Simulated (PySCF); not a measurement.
**Dipole response of Pb (lead, neutral)**

[Xe] 4f14 5d10 6s2 6p2, high-spin 3P determinant. Calculation: PySCF 2.14, in aug-cc-pwCVTZ-PP with ECP60MDF; a scalar-relativistic core potential. Coupled (time-dependent) response in atomic units; α is the mean over directions.

```json
{"method": "wB97M-V", "mean α (bohr³)": "62.17", "α xx, yy, zz": "46.57, 69.97, 69.97", "C₆ (like pair)": "707.4", "S(−4)": "1685"}
```

S(−4) is the Cauchy moment in α(ω) = α(0) + S(−4) ω² + …

Reference α: 47 ± 3 bohr³ (recommended; Schwerdtfeger and Nagle, table of static dipole polarizabilities (2023 update)). Published C₆: 534.0 (Gould and Bucko (2016)).

Spin-orbit coupling is absent.

α(iu) at wB97M-V:

| u (hartree) | α(iu) (bohr³) |
| --- | --- |
| 0 | 62.17 |
| 0.0500 | 58.35 |
| 0.100 | 50.06 |
| 0.200 | 34.46 |
| 0.300 | 24.49 |
| 0.500 | 14.40 |
| 0.750 | 9.045 |
| 1.00 | 6.453 |
| 1.50 | 3.966 |
| 2.00 | 2.757 |
| 3.00 | 1.577 |
| 5.00 | 0.7103 |

A single London oscillator, α(iu) = α/(1 + u²/ω²), gives C₆ = (3/4) ω α². Matching the computed C₆ needs ω = 4 × 707.4 / (3 × 62.17²) = 0.244 hartree.

The components differ because the open shell of this determinant is not spherical; for a pure term their mean is the scalar polarisability.

Energies and moments cover only the electrons outside the core potential. Spin-orbit coupling is strong in this species (close to jj coupling), so the high-spin LS determinant is a model state, not a physical level.
